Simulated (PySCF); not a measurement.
Compound: C2H5F3P2Si.
Cartesian coordinates in Å at the GFN2-xTB level; atoms count from 1:
```
atom  x, y, z in Å
F1     3.8699   -1.2513    0.3806
C2     2.9329   -0.3033    0.2339
F3     3.2608    0.3888   -0.8720
F4     3.0826    0.5428    1.2662
P5     1.2250   -1.0799    0.0754
P6     0.2465    0.5010    0.8944
C7    -1.4934   -0.0686    0.7243
Si8   -2.2395    0.4221   -0.9777
H9    -2.0768    0.4040    1.5150
H10   -1.5657   -1.1474    0.8506
H11   -2.0775    1.8645   -1.1604
H12   -3.6543    0.0515   -0.9423
H13   -1.5148   -0.3237   -2.0057
```

Computed, not measured: TDDFT CAM-B3LYP/def2-SVPD, vertical, gas phase, core orbitals frozen in the response in PySCF 2.14.0, density-fitted response routines.

Kohn–Sham orbitals with the atoms that hold most of them (Löwdin shares over 4%, at most four atoms; ? is withheld):

```json
{"orbital": "HOMO-3", "ε (eV)": "-11.09", "atoms": "P5 31%, C2 15%, P6 11%, F4 10%"}
{"orbital": "HOMO-2", "ε (eV)": "-10.99", "atoms": "P6 25%, C7 21%, P5 18%, Si8 11%"}
{"orbital": "HOMO-1", "ε (eV)": "-8.98", "atoms": "?"}
{"orbital": "HOMO", "ε (eV)": "-8.81", "atoms": "?"}
{"orbital": "LUMO", "ε (eV)": "?", "atoms": "P6 43%, P5 36%, C7 7%"}
{"orbital": "LUMO+1", "ε (eV)": "0.46", "atoms": "P5 21%, P6 16%, Si8 15%, C7 14%"}
{"orbital": "LUMO+2", "ε (eV)": "1.22", "atoms": "Si8 48%, H11 11%, H13 11%, C7 9%"}
```

Q: Give the leading atoms of the HOMO-1.

A: P6 (bonded to C and P) 46%; P5 (bonded to C and P) 36%; C7 (bonded to P, Si and 2 H) 8%. By element: phosphorus 82%, carbon 8% or more.

Q: Which atoms hold the HOMO, and with what shares?

A: P5 (bonded to C and P) 41%; P6 (bonded to C and P) 30%; C7 (bonded to P, Si and 2 H) 10%; Si8 (bonded to C and 3 H) 6%. By element: phosphorus 72%, carbon 10% or more, silicon 6%.

Q: What is the LUMO energy, and the HOMO–LUMO gap?

A: ε(LUMO) = -2.06 eV; the gap is 6.75 eV (0.2482 hartree).

Q: How does S1 compare with the orbital gap of 6.75 eV?

A: S1 is at 3.26 eV (f = 0.0003), 3.49 eV below the gap, made of HOMO-1→LUMO (96%). Its leading pair isn't HOMO and LUMO; the energies of that pair differ by 6.93 eV. 

Q: One configuration dominates each of S1, S2, S3 and S5. Which, and how do the shares of the two leading atoms of either orbital change from the occupied to the empty one?

A: 
- S1 (3.26 eV, f 0.0003), HOMO-1→LUMO (96%): P6 46% → 43%, P5 36% → 36%
- S2 (4.13 eV, f 0.129), HOMO→LUMO (90%): P5 41% → 36%, P6 30% → 43%
- S3 (5.29 eV, f 0.0042), HOMO-2→LUMO (74%): P6 25% → 43%, C7 21% → 7%, P5 18% → 36%
- S5 (5.81 eV, f 0.0007), HOMO→LUMO+1 (78%): P5 41% → 21%, P6 30% → 16%

One conformer stands for the species.
